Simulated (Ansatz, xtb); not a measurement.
Ranking isomers of C7H7BO

3 gas-phase structures of C7H7BO, from a drawn sample of its isomers (lower ones may exist). Each was relaxed with GFN2-xTB; where two conformers were screened, the lower at r2SCAN-D4/def2-SVP is listed:

A. `Bc1cc(C)c(C#C)o1`, a singlet
B. `Bc1cc2c(o1)C=CC2`, a singlet
C. `CC#CBc1ccco1`, a singlet

Estimate their order in r2SCAN-D4/def2-SVP energy at these geometries, lowest first.

Calculated order at r2SCAN-D4/def2-SVP: B (0.0), C (9.6), A (28.2) kcal/mol.

Energies above the lowest of each column, in kcal/mol; the last columns are at B3LYP/def2-SVP geometries:

```
structure  GFN2-xTB  HF/STO-3G  r2SCAN-D4/def2-SVP  B3LYP/def2-SVP  CCSD(T)/def2-SVP + ΔMP2/def2-TZVPP
        B       0.0        0.0                 0.0             0.0                                 0.0
        C      25.9       15.1                 9.6             4.8                                 5.8
        A      27.8       31.8                28.2            23.6                                23.2
```

Every level run on B puts it lowest or level with the lowest. Flexible structures stand in one conformer each, not always the lowest. C keeps a small imaginary mode. ΔMP2 is the change of the MP2 energy from the smaller to the larger basis.

Programs: Ansatz 0.2.0, xtb 6.7.1.
